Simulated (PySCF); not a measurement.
IrO3, SMILES [O]=[Ir](=[O])=[O] (connectivity only; charge and spin as stated), neutral, multiplicity 4.

Geometry optimised at PBE-D3(BJ)/def2-TZVP. A frequency run showed that this geometry is not a minimum. The spin state was assumed, not searched. The def2 effective core potentials stand for the cores of Ir; spin–orbit coupling is left out.

Computed with PySCF with PBE/def2-TZVPD.

The molecule is in vacuum.

Problem. Estimate the frontier levels, dipole moment and polarisability. (Estimate from the structure and the level; the computed values follow.)

Solution. 
```json
{
 "α spin, highest occupied and lowest empty level": "-6.90 and -3.79 eV",
 "β spin, highest occupied and lowest empty level": "-8.38 and -7.77 eV",
 "dipole_moment": "0.00 D",
 "quadrupole, principal values (traceless, Buckingham form, about the centre of nuclear charge)": "-3.83, -3.83, 7.66 D·Å",
 "mean_static_polarisability": "49.9 bohr³ (7.39 Å³)",
 "polarisability_principal_values": "35.0, 57.4, 57.4 bohr³",
 "⟨S²⟩": "3.754 (pure state 3.75)"
}
```
